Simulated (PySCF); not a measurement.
Point-charge models of `Clc1nncn1C1CCCC1` against its computed dipole.

Coordinates (GFN2-xTB, Å) and charges (e) from the PBE0/pcSseg-1 density (PySCF):

| atom | x | y | z | Mulliken | IAO | Hirshfeld | ESP-fitted |
| --- | --- | --- | --- | --- | --- | --- | --- |
| Cl1 | 2.720 | -1.689 | -1.867 | -0.0474 | +0.0333 | +0.0189 | -0.0252 |
| C2 | 2.623 | -0.605 | -0.574 | +0.4269 | +0.1207 | +0.0853 | +0.0177 |
| N3 | 3.625 | -0.141 | 0.112 | -0.2726 | -0.2276 | -0.1726 | -0.2145 |
| N4 | 3.118 | 0.682 | 1.042 | -0.2521 | -0.2072 | -0.1576 | -0.4221 |
| C5 | 1.828 | 0.703 | 0.905 | +0.2857 | +0.0072 | +0.0357 | +0.2397 |
| N6 | 1.435 | -0.103 | -0.121 | -0.6067 | -0.1001 | -0.0110 | +0.3427 |
| C7 | 0.102 | -0.376 | -0.596 | -0.0713 | -0.0237 | +0.0317 | -0.3027 |
| C8 | -0.683 | 0.922 | -0.886 | -0.1602 | -0.2745 | -0.0707 | -0.0580 |
| C9 | -1.771 | 0.992 | 0.186 | -0.2253 | -0.2604 | -0.0685 | +0.0027 |
| C10 | -2.099 | -0.475 | 0.447 | -0.2385 | -0.2611 | -0.0671 | -0.0440 |
| C11 | -0.724 | -1.142 | 0.459 | -0.1383 | -0.2706 | -0.0713 | +0.1580 |
| H12 | 1.156 | 1.275 | 1.510 | +0.1104 | +0.1710 | +0.0694 | +0.0774 |
| H13 | 0.221 | -0.969 | -1.506 | +0.1392 | +0.1567 | +0.0355 | +0.1214 |
| H14 | -1.140 | 0.855 | -1.874 | +0.1337 | +0.1452 | +0.0461 | +0.0753 |
| H15 | -0.029 | 1.793 | -0.877 | +0.1411 | +0.1496 | +0.0417 | +0.0016 |
| H16 | -2.635 | 1.565 | -0.144 | +0.1317 | +0.1451 | +0.0457 | +0.0111 |
| H17 | -1.384 | 1.453 | 1.096 | +0.1220 | +0.1278 | +0.0377 | +0.0270 |
| H18 | -2.701 | -0.872 | -0.372 | +0.1218 | +0.1330 | +0.0402 | +0.0352 |
| H19 | -2.638 | -0.629 | 1.379 | +0.1315 | +0.1450 | +0.0460 | +0.0096 |
| H20 | -0.261 | -1.016 | 1.439 | +0.1321 | +0.1421 | +0.0392 | -0.0375 |
| H21 | -0.771 | -2.207 | 0.242 | +0.1362 | +0.1485 | +0.0458 | -0.0153 |

**Question.** Form Σ q r in debye for every column and set it beside the full dipole.

**Answer.** The full density gives (-6.47, -0.33, -1.10) D, 6.57 D in size; dipole vectors point from the negative to the positive end.

```json
{"scheme": "Mulliken", "μx": "-6.53", "μy": "0.05", "μz": "-0.43", "size (D)": "6.54", "share of the full size (%)": "100", "angle to the full dipole (°)": "7"}
{"scheme": "IAO", "μx": "-5.74", "μy": "-0.48", "μz": "-1.23", "size (D)": "5.89", "share of the full size (%)": "90", "angle to the full dipole (°)": "3"}
{"scheme": "Hirshfeld", "μx": "-4.04", "μy": "-0.40", "μz": "-0.90", "size (D)": "4.16", "share of the full size (%)": "63", "angle to the full dipole (°)": "4"}
{"scheme": "ESP-fitted", "μx": "-6.43", "μy": "-0.24", "μz": "-0.98", "size (D)": "6.51", "share of the full size (%)": "99", "angle to the full dipole (°)": "1"}
```

**Question.** Which set comes closest?

**Answer.** Length of the difference vector: ESP-fitted 0.16 D, IAO 0.76 D, Mulliken 0.78 D, Hirshfeld 2.44 D. Closest: ESP-fitted. 

**Question.** What is left for the Hirshfeld atoms' own dipoles?

**Answer.** The shares of the density sum to the whole, so what Σ q r misses lies in dipoles about the nuclei. The atomic dipoles sum to (-6.47, -0.33, -1.10) − (-4.04, -0.40, -0.90) = (-2.43, 0.07, -0.20) D, 2.44 D in size.

**Question.** With the origin at the mean of the coordinates, (0.000, 0.001, 0.000) Å, which are the largest single terms, by size, of the IAO dipole along the direction of the full one?

**Answer.** N3 +3.91, N4 +3.26, C10 -2.53, C9 -2.08, H16 +1.77 D; all 21 atoms together +5.88 D. The single terms depend on the origin, their sum doesn't.

**Question.** Give the size of the full dipole in other units.

**Answer.** 6.57 D = 2.587 au = 1.369 e·Å = 21.93 × 10⁻³⁰ C·m.

Geometry: GFN2-xTB, one conformer, isolated molecule.
